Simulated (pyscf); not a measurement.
C₃H₅O (SMILES O[C]1CC1) [doublet] → •H₂C–C(=CH₂)–OH (SMILES [CH2]C(=C)O) (ring opening; doublet surface; C–C broken, none formed). Single points on ωB97X-D3(BJ)/def2-SVP structures (PySCF, gas phase). Energies in kcal/mol from the reactant's lowest minimum found.

```json
[
 {"level": "ωB97X-D3(BJ)/def2-TZVP", "barrier": "27.9", "reaction energy": "-24.1"},
 {"level": "PBE/def2-TZVP", "barrier": "___", "reaction energy": "-24.3"},
 {"level": "r²SCAN/def2-TZVP", "barrier": "23.6", "reaction energy": "-26.9"},
 {"level": "B3LYP-D3(BJ)/def2-TZVP", "barrier": "22.3", "reaction energy": "-29.0"},
 {"level": "PBE0-D3(BJ)/def2-TZVP", "barrier": "___", "reaction energy": "___"},
 {"level": "M06-2X/def2-TZVP", "barrier": "28.7", "reaction energy": "-22.5"}
]
```

Question: Fill in the missing entries.

Answer: 
- PBE/def2-TZVP, barrier: 22.2
- PBE0-D3(BJ)/def2-TZVP, barrier: 26.2
- PBE0-D3(BJ)/def2-TZVP, reaction energy: -23.9

The functionals in the table span 6.5 kcal/mol in this barrier, from PBE to M06-2X. cyclic C₃H₅O (SMILES O[C]1CC1) [doublet] lies 34.6 kcal/mol over its isomer H₃C–CH₂–C•=O (electronic energy, ωB97M-D3(BJ)/def2-TZVP). •H₂C–C(=CH₂)–OH lies 8.4 kcal/mol over its isomer H₃C–CH₂–C•=O (electronic energy, ωB97M-D3(BJ)/def2-TZVP). This is the saddle that the search found; another between the same sides may lie lower.
